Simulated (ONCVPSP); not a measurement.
# Transferability test, ONCV potential for iodine (I)

ONCVPSP 4.0.1 input, shortened (lines: element, Z, core and valence counts, functional; n l f; lmax; l rc ep ncon nbas qcut; lloc lpopt rc5 dvloc0; l nproj debl; icmod fcfact rcfact), PBE, scalar-relativistic:

```
  I 53.00    6    5        4      upf
    1    0    2.00
    2    0    2.00
    2    1    6.00
    3    0    2.00
    3    1    6.00
    3    2   10.00
    4    0    2.00
    4    1    6.00
    4    2   10.00
    5    0    1.75
    5    1    5.25
    3
    0    1.40    0.00    3    6   10.20
    1    1.35    0.00    5    9   11.20
    2    1.40    0.00    4    8   11.50
    3    1.55    0.24    5    9    7.90
    4    4    0.85    0.00
    0    2    1.70
    1    3    1.70
    2    2    1.20
    3    2    2.40
    0    0.00    0.00
```

In the d channel the program set the typed energies aside and used -1.860, 0.250 Ha.

Energies are relative to the spin-unpolarised reference configuration 4s2 4p6 4d10 5s1.75 5p5.25; without spin polarisation the order of configurations can differ from experiment.

```csv
valence configuration,charge,ΔE all-electron (eV),error AE − PS (meV)
4s2 4p6 4d10 5s2 5p5,0,-2.586,+0.2
4s2 4p6 4d10 5s2 5p4,+1,8.545,-2.2
4s2 4p6 4d10 5s1 5p6,0,7.828,-0.8
```

(1) What are ΔE and the potential's error for 4s2 4p6 4d10 5s2 5p3?

Answers

(1) ΔE = 28.392 eV all-electron; the error (AE − PS) is -6.7 meV.
